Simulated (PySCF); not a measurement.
A structure optimised at PBE0-D3(BJ)/def2-SVP, used in a PySCF frequency run:

```xyz
4

Au     0.0000     0.0000     0.0240
Cl     0.0000     0.0000    -2.2283
O      0.0000     0.0000     3.0553
C      0.0000     0.0000     1.9237
```

Q: Write its SMILES, formula and point group.

A: [O+]#[C-]->[Au][Cl], CAuClO, C∞v

Q: What are its rotational constants (standard atomic weights)?

A: 1.3662 GHz (linear rotor, B only)
